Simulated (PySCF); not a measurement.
CH8FNOSi2, SMILES C[Si@H](N)[Si@@H](O)F. Atoms are numbered in the order given.

```xyz
14

C     -1.2014     0.8472     1.8089
Si    -1.2072     0.3139    -0.0096
N     -1.8746    -1.2542    -0.4166
Si     1.0222     0.0966    -0.6975
O      1.9354     1.1270     0.2612
F      1.4293    -1.4759    -0.3689
H     -0.6893     0.0918     2.4388
H     -2.2289     0.9923     2.2016
H     -0.6475     1.8036     1.9115
H     -1.9472     1.3558    -0.8105
H     -2.8618    -1.4545    -0.2349
H     -1.2980    -2.0677    -0.1826
H      1.3714     0.2846    -2.1524
H      2.8753     1.2117     0.0216
```

Geometry: PBE-D3(BJ)/def2-SVP. The structure was generated by enumeration; whether it is a known compound was not checked. One conformer was computed; it need not be the lowest.

Calculation: PBE-D3(BJ)/def2-SVP run with PySCF.

Frequencies are harmonic and unscaled.

| mode | ν (cm⁻¹) | IR (km/mol) | moving atoms (share of kinetic energy) |
|---|---|---|---|
| 1 | 31 | 1.3 | F 25 %, O 21 %, N 20 %, H 18 %, C 15 % |
| 2 | 79 | 0.8 | F 25 %, O 22 %, N 21 %, H 19 %, C 9 % |
| 3 | 104 | 4.1 | C 32 %, F 25 %, H 25 %, O 9 % |
| 4 | 153 | 0.1 | H 94 % |
| 5 | 204 | 9.2 | O 28 %, Si 26 %, H 24 %, N 13 % |
| 6 | 206 | 14.4 | H 40 %, N 25 %, Si 18 %, C 15 % |
| 7 | 249 | 21.3 | H 38 %, F 25 %, Si 25 %, O 10 % |
| 8 | 263 | 2.9 | H 73 %, Si 11 % |
| 9 | 304 | 49.0 | H 49 %, Si 35 % |
| 10 | 347 | 73.0 | O 33 %, H 31 %, Si 20 %, F 16 % |
| 11 | 411 | 174.8 | H 72 %, N 19 %, Si 8 % |
| 12 | 421 | 20.5 | Si 59 %, H 27 % |
| 13 | 620 | 2.2 | H 81 %, C 13 % |
| 14 | 646 | 18.9 | H 51 %, C 28 %, Si 17 % |
| 15 | 693 | 136.9 | H 84 % |
| 16 | 714 | 125.5 | H 78 %, Si 12 % |
| 17 | 746 | 20.5 | H 68 %, C 15 % |
| 18 | 781 | 72.1 | F 37 %, H 22 %, Si 20 %, O 19 % |
| 19 | 816 | 29.6 | H 67 %, O 25 % |
| 20 | 827 | 50.9 | N 33 %, H 33 %, Si 29 % |
| 21 | 853 | 244.7 | H 59 %, Si 18 %, N 11 % |
| 22 | 879 | 20.7 | H 60 %, Si 21 % |
| 23 | 901 | 167.1 | H 67 %, Si 18 % |
| 24 | 925 | 53.0 | H 44 %, Si 34 %, O 18 % |
| 25 | 1207 | 18.1 | H 79 %, C 21 % |
| 26 | 1375 | 5.3 | H 96 % |
| 27 | 1381 | 2.5 | H 96 % |
| 28 | 1490 | 32.5 | H 90 %, N 10 % |
| 29 | 2132 | 119.5 | H 97 % |
| 30 | 2143 | 189.7 | H 97 % |
| 31 | 2968 | 3.6 | H 97 % |
| 32 | 3070 | 3.6 | H 91 %, C 9 % |
| 33 | 3074 | 3.6 | H 91 %, C 9 % |
| 34 | 3473 | 16.2 | H 96 % |
| 35 | 3570 | 22.2 | H 91 %, N 9 % |
| 36 | 3749 | 71.4 | H 94 % |
